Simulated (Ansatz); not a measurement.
GeH2ClBr, SMILES [GeH2]([Cl])[Br].

Geometry optimised at r2SCAN-D4/def2-SVP.

Two levels are set side by side: PBE/def2-SVPD (Ansatz, a program for electronic structure) and CAM-B3LYP/def2-SVPD (Ansatz). Energy differences of separate SCF runs at the same geometry; the states with an electron removed or added have multiplicity 2 and 2. Differences are taken from unrounded values.

```
quantity                           CAM-B3LYP
---------------------------------  ---------
vertical ionisation energy (eV)        11.03
vertical singlet–triplet gap (eV)       5.82
```

Task: What does PBE give, and how far is it from CAM-B3LYP? (The exact figures need the calculation; the answer reports its results.)

Result: 
| quantity | PBE | PBE minus CAM-B3LYP |
|---|---|---|
| vertical ionisation energy (eV) | 10.36 | -0.67 |
| vertical singlet–triplet gap (eV) | 5.19 | -0.64 |
